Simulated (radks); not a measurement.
The numbers below are computed, except where a source is named.
Initial-state core-level shifts of the tantalum ion Ta2+ when its valence configuration changes from [Xe] 4f14 5d3. Code: a radial shooting solver on a logarithmic mesh with Libxc functionals. Model: scalar-relativistic Kohn-Sham, PBE, spin-polarised, spherical densities, point nucleus; open shells are filled with parallel spins first (spin-orbit coupling, left out, can overturn this in heavy ions). Shifts are changes of the shell-averaged eigenvalues in eV (positive: less bound).

valence,1s,2s,4p,4d
4f13.5 5d3 6p0.5,-6.710,-7.129,-7.173,-6.992
4f13 5d3 6s1,-12.275,-13.160,-13.184,-12.812
4f14 5d2 6s1,-2.950,-3.076,-3.021,-3.034
4f14 5d2.5 6s0.5,-1.451,-1.512,-1.487,-1.493
4f14 5d1 6s2,-6.180,-6.435,-6.303,-6.328
4f14 5d1 6s1 6p1,-7.522,-7.773,-7.645,-7.670
4f13 5d2.5 6s0.5 6p1,-15.361,-16.304,-16.291,-15.921
4f13.5 5d2 6s0.5 6p1,-10.585,-11.135,-11.106,-10.936
4f13 5d3 6p1,-13.710,-14.579,-14.612,-14.237
